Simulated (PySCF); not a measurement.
C3H6OSi, SMILES C#C[Si@@H](C)O.

Coordinates come from a r2SCAN-D4/def2-SVP optimisation. The structure was generated by enumeration; whether it is a known compound was not checked. One conformer was computed; it need not be the lowest.

Two levels are set side by side: PBE/def2-TZVP (PySCF) and HF/def2-TZVP (PySCF). Same geometry, gas phase. Differences are taken from unrounded values.

| quantity | HF |
|---|---|
| orbital gap (eV) | 13.87 |
| highest occupied level (eV) | -10.82 |
| lowest empty level (eV) | 3.05 |
| dipole moment (D) | 1.18 |
| mean polarisability (bohr³) | 57.2 |

Task: What does PBE give, and how far is it from HF? (The exact figures need the calculation; the answer reports its results.)

Result: 
| quantity | PBE | PBE minus HF |
|---|---|---|
| orbital gap (eV) | 5.58 | -8.29 |
| highest occupied level (eV) | -6.85 | 3.98 |
| lowest empty level (eV) | -1.26 | -4.31 |
| dipole moment (D) | 0.83 | -0.35 |
| mean polarisability (bohr³) | 63.5 | 6.3 |

PBE's occupied levels lie high since its potential decays too fast outside the molecule; exact exchange lowers them and widens the gap. Loosely held outer electrons make PBE densities more polarisable. Differences between two approximate levels are no errors against the true value.

Rough cost on one machine, each run with all the roots and properties that it gave: HF against PBE about 1/3.
